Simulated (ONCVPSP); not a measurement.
# Before and after: ONCV potential for platinum (Pt)

platinum (Pt), optimised norm-conserving Vanderbilt (ONCV), made with ONCVPSP 4.0.1 (PBE, scalar-relativistic). Core [Kr] 4d10 4f14, reference 5s2 5p6 5d9 6p1. Waves: 5s: rc 1.45 bohr, ncon 4, nbas 8, qcut 7.6 1/bohr, 2 projectors, debl 1.2 Ha; 5p+6p: rc 2.10 bohr, ncon 3, nbas 7, qcut 7.3 1/bohr, 2 projectors; 5d: rc 2.15 bohr, ncon 3, nbas 8, qcut 8.4 1/bohr, 2 projectors, debl 3.6 Ha. Local part: polynomial inside 0.90 bohr (lpopt 5, dvloc0 3 Ha). Core correction: polynomial model core, fcfact 0.75.

In the s channel the program set the typed energies aside and used -3.817, 0.250 Ha.

Change: s: qcut 5.3.

Cutoffs: the cutoffs (Ha) at which the residual kinetic energy of the hardest occupied pseudo-wave falls to 1 and 0.1 mHa per electron; they do not see the model core or the augmentation charge, which bear on the density cutoff. Errors are all-electron minus pseudo energies relative to the spin-unpolarised reference configuration.

Problem. What does the change do?

Solution. The potential gets harder (24 Ha and 28 Ha → 67 Ha and 86 Ha); of the 4 tests that both files solve, the error grows in 2 and shrinks in 0 by more than 15 % and 0.3 meV (median size 1.7 → 2.1 meV); neither file shows a bound ghost.

| quantity | base | changed |
| --- | --- | --- |
| cutoff, loose | 24 Ha | 67 Ha |
| cutoff, tight | 28 Ha | 86 Ha |
| loose cutoff by channel | s 24 Ha, p 15 Ha, d 19 Ha | s 67 Ha, p 15 Ha, d 19 Ha |
| bound ghosts | none | none |
| GHOST(+) flags under 300 eV | s at 24.0 eV | s at 21.9 eV |
| error for 5s2 5p6 5d9 6s1 6p0, meV [ΔE -5.05 eV] | +1.3 | +2.2 |
| error for 5s2 5p6 5d9 6p0, meV [ΔE 4.15 eV] | -2.0 | -2.0 |
| error for 5s2 5p6 5d8 6p0, meV [ΔE 24.11 eV] | -4.9 | -4.9 |
| error for 5s2 5p6 5d9 6s0.5 6p0, meV [ΔE -1.36 eV] | +0.3 | +1.0 |
| s: phases at 1.48 bohr within 0.05 rad from the reference energy up to (Ha; the scan ends near 5) | 0.8 | n/a |
| p: phases at 2.13 bohr within 0.05 rad from the reference energy up to (Ha; the scan ends near 5) | 4.5 | 4.5 |
| d: phases at 2.18 bohr within 0.05 rad from the reference energy up to (Ha; the scan ends near 5) | to the end of the scan | to the end of the scan |
| rms error of d²Exc/dni dnj with the model core, mHa | 1.38 | 2.18 |
